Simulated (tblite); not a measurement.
`C=CC[C@@H](C)[SiH2]Cl`. Computed geometry: GFN2-xTB, gas phase.

```
atom  x, y, z in Å
C1     2.4348    0.5401    0.2008
C2     1.5400   -0.3774   -0.1158
C3     0.4383   -0.1699   -1.1047
C4    -0.9554   -0.1378   -0.4502
C5    -1.3089   -1.4842    0.1793
Si6   -1.1339    1.2779    0.8197
Cl7   -0.5995    3.0184   -0.0468
H8     2.4296    1.5163   -0.2560
H9     3.2122    0.3549    0.9230
H10    1.5744   -1.3520    0.3533
H11    0.4598   -0.9830   -1.8380
H12    0.6023    0.7699   -1.6366
H13   -1.6735    0.0394   -1.2613
H14   -1.1841   -2.2917   -0.5412
H15   -0.6777   -1.6920    1.0394
H16   -2.3431   -1.4874    0.5161
H17   -2.5377    1.3943    1.2168
H18   -0.2865    1.0707    1.9904
```

Which two atoms are farthest apart?

H9···H16, 5.87 Å; the next longest distance is 5.85 Å.

How far are the heavy atoms from their best plane (unweighted least squares)?

0.527 Å rms; C1 0.42, C2 0.15, C3 0.93, C4 0.39, C5 0.36, Si6 0.70, Cl7 0.32 Å (magnitudes).

Where is the centre of mass (commonest isotopes), and what is the radius of gyration?

Mass 134.032 u; centre at (-0.204, 0.888, 0.047) Å; Rg = √(Σ m r²/M) = 2.072 Å. As Ia + Ib + Ic = 2 Σ m r², the three principal moments sum to 1150.6 u·Å².

What are the angles C2–C1–H9, C3–C2–H10, C5–C4–Si6, C3–C4–Si6, C4–Si6–Cl7, C4–Si6–H18?

From the scalar product of the two bond vectors; for C2–C1–H9 it is -0.7543 Å² over 1.3201 × 1.0771 Å², cos θ = -0.5305. C2–C1–H9 122.0°; C3–C2–H10 115.8°; C5–C4–Si6 111.0°; C3–C4–Si6 112.5°; C4–Si6–Cl7 109.2°; C4–Si6–H18 111.9°.

How far apart are these pairs, which share no bond: C1···C5, C2···C4, C3···Si6, Cl7···H15, Cl7···H16, H9···H11?

C1···C5 4.256 Å (4 bonds apart); C2···C4 2.529 Å (2 bonds apart); C3···Si6 2.876 Å (2 bonds apart); Cl7···H15 4.835 Å (4 bonds apart); Cl7···H16 4.864 Å (4 bonds apart); H9···H11 4.122 Å (4 bonds apart).

What is the repulsion energy of the bare nuclei, Σ ZA·ZB/RAB?

445.16 Eh over 153 pairs, with full nuclear charges and distances in bohr; the largest single term is 62.46 Eh (Si6 with Cl7).

Give the dihedral angles C3–C4–Si6–H17, H13–C4–C5–H15, Si6–C4–C5–H15, C3–C4–C5–H15, H13–C4–Si6–H18, C1–C2–C3–H11.

C3–C4–Si6–H17 170° (antiperiplanar); H13–C4–C5–H15 -176° (antiperiplanar); Si6–C4–C5–H15 -58° (synclinal); C3–C4–C5–H15 68° (synclinal); H13–C4–Si6–H18 176° (antiperiplanar); C1–C2–C3–H11 128° (anticlinal). Dihedral signs follow IUPAC: positive where, seen along the central bond, the front bond turns clockwise onto the rear one.

Write the matrix of distances between heavy atoms (Å, lower triangle).

```
C1    0.000
C2    1.320  0.000
C3    2.489  1.495  0.000
C4    3.518  2.529  1.540  0.000
C5    4.256  3.071  2.535  1.528  0.000
Si6   3.696  3.281  2.876  1.910  2.841  0.000
Cl7   3.926  4.014  3.516  3.202  4.564  2.016  0.000
```

Its GFN2-xTB frequencies are all real (lowest 35 cm⁻¹). One conformer, not necessarily the lowest.

On an Arm Neoverse N1 with one thread, shared host with 64 logical CPUs at a one-minute load of 58, this took 1.1 s. This is the geometry optimisation.
